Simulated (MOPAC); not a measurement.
MOPAC input (AM1):

```
AM1 1SCF GEO-OK AUX(PRECISION=9) THREADS=1
C4H8Se

C    -2.87677800 1    0.63178800 1   -0.83436500 1
C    -1.67250700 1    1.10125600 1   -0.52970000 1
C    -0.39526300 1    0.47428700 1   -0.95887700 1
Se    0.49259000 1   -0.36035000 1    0.61251800 1
C     2.28161900 1   -0.51710700 1   -0.17997100 1
H    -3.00019200 1   -0.25745700 1   -1.44200700 1
H    -3.77880100 1    1.11890300 1   -0.48819200 1
H    -1.58180000 1    1.98535000 1    0.09390300 1
H    -0.55427300 1   -0.29370200 1   -1.71354000 1
H     0.30737400 1    1.21741200 1   -1.33635100 1
H     2.91934700 1   -0.97557100 1    0.57299300 1
H     2.24930800 1   -1.15222800 1   -1.06244300 1
H     2.66856000 1    0.46784600 1   -0.43251000 1
```

Output:

```
 *******************************************************************************
 **                                                                           **
 **                              MOPAC v23.2.5                                **
 **                                                                           **
 *******************************************************************************
 ** MOPAC's Digital Object Identifier: https://doi.org/10.5281/zenodo.6511958 **
 **                                                                           **
 ** Please cite the open-source release paper for use of this MOPAC version:  **
 ** J. E. Moussa and J. J. P. Stewart (2026)                                  **
 ** MOPAC: An open-source semiempirical molecular orbital program             **
 ** J. Open Source Softw., 11(119), 8025, https://doi.org/10.21105/joss.08025 **
 *******************************************************************************

                              AM1 CALCULATION RESULTS

 *******************************************************************************
 *  AM1        - The AM1 Hamiltonian to be used
 *  GEO-OK     - OVERRIDE INTERATOMIC DISTANCE AND OTHER SAFETY CHECKS
 *  1SCF       - DO 1 SCF AND THEN STOP
 *  AUX        - OUTPUT AUXILIARY INFORMATION
 *******************************************************************************
AM1 1SCF GEO-OK AUX(PRECISION=9) THREADS=1
 C4H8Se

   ATOM   CHEMICAL          X               Y               Z
  NUMBER   SYMBOL      (ANGSTROMS)     (ANGSTROMS)     (ANGSTROMS)

     1       C         -2.87677800  *   0.63178800  *  -0.83436500  *
     2       C         -1.67250700  *   1.10125600  *  -0.52970000  *
     3       C         -0.39526300  *   0.47428700  *  -0.95887700  *
     4      Se          0.49259000  *  -0.36035000  *   0.61251800  *
     5       C          2.28161900  *  -0.51710700  *  -0.17997100  *
     6       H         -3.00019200  *  -0.25745700  *  -1.44200700  *
     7       H         -3.77880100  *   1.11890300  *  -0.48819200  *
     8       H         -1.58180000  *   1.98535000  *   0.09390300  *
     9       H         -0.55427300  *  -0.29370200  *  -1.71354000  *
    10       H          0.30737400  *   1.21741200  *  -1.33635100  *
    11       H          2.91934700  *  -0.97557100  *   0.57299300  *
    12       H          2.24930800  *  -1.15222800  *  -1.06244300  *
    13       H          2.66856000  *   0.46784600  *  -0.43251000  *

          CARTESIAN COORDINATES

    NO.       ATOM           X           Y           Z

     1         C         -2.8768      0.6318     -0.8344
     2         C         -1.6725      1.1013     -0.5297
     3         C         -0.3953      0.4743     -0.9589
     4        Se          0.4926     -0.3604      0.6125
     5         C          2.2816     -0.5171     -0.1800
     6         H         -3.0002     -0.2575     -1.4420
     7         H         -3.7788      1.1189     -0.4882
     8         H         -1.5818      1.9853      0.0939
     9         H         -0.5543     -0.2937     -1.7135
    10         H          0.3074      1.2174     -1.3364
    11         H          2.9193     -0.9756      0.5730
    12         H          2.2493     -1.1522     -1.0624
    13         H          2.6686      0.4678     -0.4325

  H: (AM1): M.J.S. DEWAR ET AL, J. AM. CHEM. SOC. 107 3902-3909 (1985)
  C: (AM1): M.J.S. DEWAR ET AL, J. AM. CHEM. SOC. 107 3902-3909 (1985)
 Se: (AM1): J. J. P. STEWART, J. MOL. MOD., 10, 155-164 (2004)

           Empirical Formula: C4 H8 Se  =    13 atoms

      MOLECULAR POINT GROUP   :   C1

      RHF CALCULATION, NO. OF DOUBLY OCCUPIED LEVELS = 15

 -------------------------------------------------------------------------------
 AM1 1SCF GEO-OK AUX(PRECISION=9) THREADS=1
 C4H8Se

     1SCF WAS SPECIFIED, SO BFGS WAS NOT USED
     SCF FIELD WAS ACHIEVED

                              AM1 CALCULATION
                                                       MOPAC v23.2.5 Linux

          FINAL HEAT OF FORMATION =         22.48390 KCAL/MOL =      94.07262 KJ/MOL

          COSMO AREA              =        141.06 SQUARE ANGSTROMS
          COSMO VOLUME            =        130.47 CUBIC ANGSTROMS

          IONIZATION POTENTIAL    =          7.511379 EV
          HOMO LUMO ENERGIES (EV) =         -7.511 -0.146
          NO. OF FILLED LEVELS    =         15
          MOLECULAR WEIGHT        =        135.0672         POINT GROUP:  C1

          MOLECULAR DIMENSIONS (Angstroms)

            Atom       Atom       Distance
            H    11    H     7     7.09775
            H     6    H     8     2.92909
           Se     4    H    10     2.30337

          SCF CALCULATIONS        =          1

   ATOM   CHEMICAL          X               Y               Z
  NUMBER   SYMBOL      (ANGSTROMS)     (ANGSTROMS)     (ANGSTROMS)

     1       C         -2.87677800  *   0.63178800  *  -0.83436500  *
     2       C         -1.67250700  *   1.10125600  *  -0.52970000  *
     3       C         -0.39526300  *   0.47428700  *  -0.95887700  *
     4      Se          0.49259000  *  -0.36035000  *   0.61251800  *
     5       C          2.28161900  *  -0.51710700  *  -0.17997100  *
     6       H         -3.00019200  *  -0.25745700  *  -1.44200700  *
     7       H         -3.77880100  *   1.11890300  *  -0.48819200  *
     8       H         -1.58180000  *   1.98535000  *   0.09390300  *
     9       H         -0.55427300  *  -0.29370200  *  -1.71354000  *
    10       H          0.30737400  *   1.21741200  *  -1.33635100  *
    11       H          2.91934700  *  -0.97557100  *   0.57299300  *
    12       H          2.24930800  *  -1.15222800  *  -1.06244300  *
    13       H          2.66856000  *   0.46784600  *  -0.43251000  *

                             CARTESIAN COORDINATES

   1    C       -2.876778000     0.631788000    -0.834365000
   2    C       -1.672507000     1.101256000    -0.529700000
   3    C       -0.395263000     0.474287000    -0.958877000
   4   Se        0.492590000    -0.360350000     0.612518000
   5    C        2.281619000    -0.517107000    -0.179971000
   6    H       -3.000192000    -0.257457000    -1.442007000
   7    H       -3.778801000     1.118903000    -0.488192000
   8    H       -1.581800000     1.985350000     0.093903000
   9    H       -0.554273000    -0.293702000    -1.713540000
  10    H        0.307374000     1.217412000    -1.336351000
  11    H        2.919347000    -0.975571000     0.572993000
  12    H        2.249308000    -1.152228000    -1.062443000
  13    H        2.668560000     0.467846000    -0.432510000

           Empirical Formula: C4 H8 Se  =    13 atoms

      MOLECULAR POINT GROUP   :   C1

                  EIGENVALUES
 -35.19544 -29.20026 -27.64878 -20.86797 -18.69559 -16.23430 -14.79795 -14.12423
 -14.11405 -13.48714 -12.30258 -12.01622 -10.92956  -9.72091  -7.51138  -0.14571
   0.58375   1.57416   3.82932   4.12476   4.31942   4.35515   4.36978   4.64629
   4.83176   4.95594   5.53634   5.66687

              NET ATOMIC CHARGES AND DIPOLE CONTRIBUTIONS

  ATOM NO.   TYPE          CHARGE      No. of ELECS.   s-Pop       p-Pop
    1          C          -0.204618        4.2046     1.24141     2.96321
    2          C          -0.161662        4.1617     1.22332     2.93834
    3          C          -0.212490        4.2125     1.25254     2.95995
    4         Se           0.066679        5.9333     1.95871     3.97461
    5          C          -0.308920        4.3089     1.26475     3.04417
    6          H           0.111967        0.8880     0.88803
    7          H           0.116001        0.8840     0.88400
    8          H           0.125345        0.8747     0.87466
    9          H           0.097793        0.9022     0.90221
   10          H           0.098641        0.9014     0.90136
   11          H           0.096222        0.9038     0.90378
   12          H           0.087733        0.9123     0.91227
   13          H           0.087308        0.9127     0.91269
 DIPOLE           X         Y         Z       TOTAL
 POINT-CHG.    -0.068     0.071    -0.120     0.155
 HYBRID         0.456     0.262    -0.959     1.094
 SUM            0.388     0.332    -1.079     1.194

          ATOMIC ORBITAL ELECTRON POPULATIONS

     Atom    s        px        py        pz
    1  C   1.24141   0.96148   1.00167   1.00007
    2  C   1.22332   0.92780   1.00110   1.00944
    3  C   1.25254   0.97145   1.01168   0.97683
    4 Se   1.95871   1.02129   1.81094   1.14238
    5  C   1.26475   0.97843   1.03549   1.03024
    6  H   0.88803
    7  H   0.88400
    8  H   0.87466
    9  H   0.90221
   10  H   0.90136
   11  H   0.90378
   12  H   0.91227
   13  H   0.91269

 **********************
 *                    *
 * JOB ENDED NORMALLY *
 *                    *
 **********************

 == MOPAC DONE ==
```

The geometry given is a B3LYP-D3(BJ)/def2-TZVP minimum.
